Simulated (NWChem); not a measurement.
System: AlHSCl₂; SMILES [Cl][Al]([SH])[Cl]

Here is an NWChem input.

```
start job
memory heap 200 mb stack 900 mb global 1100 mb
geometry units angstroms noautosym nocenter noautoz
  Al    -0.011474    -0.029089     0.000367
  Cl     0.337299    -2.085966    -0.000812
  Cl    -1.973722     0.693027     0.000423
  S      1.675023     1.325914     0.001519
  H      0.884050     2.423287     0.002035
end
basis spherical
  Al library def2-svp
  Cl library def2-svp
  S library def2-svp
  H library def2-svp
end
dft
  xc b3lyp
  iterations 150
end
property
  response 1 0.0773
end
task dft property
```

The geometry was optimised at PBE0/def2-SVP.

Field at 589 nm.

Question: Give the results of this calculation. (B3LYP/def2-SVP.) Quantities: isotropic polarisability (bohr³); anisotropy (bohr³).

Answer: The isotropic polarisability (bohr³) is 54.2 and the anisotropy (bohr³) is 26.3.
